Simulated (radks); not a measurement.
Initial-state core-level shifts of the ruthenium ion Ru2+ when its valence configuration changes from [Kr] 4d6. All-electron calculation, scalar-relativistic Kohn-Sham, PBE, spin-polarised, spherical densities, finite nucleus; open shells are filled with parallel spins first (spin-orbit coupling, left out, can overturn this in heavy ions); Fermi nuclear charge, rms radius 4.4809 fm. Program: a radial shooting solver on a logarithmic mesh with Libxc functionals. Shifts are changes of the shell-averaged eigenvalues in eV (positive: less bound); the change of the density at the nucleus, which sets a Mossbauer isomer shift, is in e/bohr^3, on a base of 1.125e+05.

valence               1s       2p       3d       4s  density at nucleus
4d5 5s1           -4.522   -4.836   -4.751   -4.125              +29.02
4d5 5p1           -5.739   -6.028   -5.963   -5.336               +3.68
4d3 5p3          -18.775  -19.797  -19.401  -17.013              +13.06
4d5.5 5p0.5       -2.837   -2.973   -2.945   -2.662               +1.72
4d3.5 5p2.5      -15.430  -16.247  -15.955  -14.089              +10.40
4d5 5s0.5 5p0.5   -5.134   -5.435   -5.360   -4.734              +16.45
4d4.5 5p1.5       -8.911   -9.362   -9.234   -8.247               +5.71
4d2 5p4          -25.980  -27.434  -26.773  -23.169              +18.98
4d4 5s1 5p1      -10.971  -11.617  -11.396  -10.013              +35.57
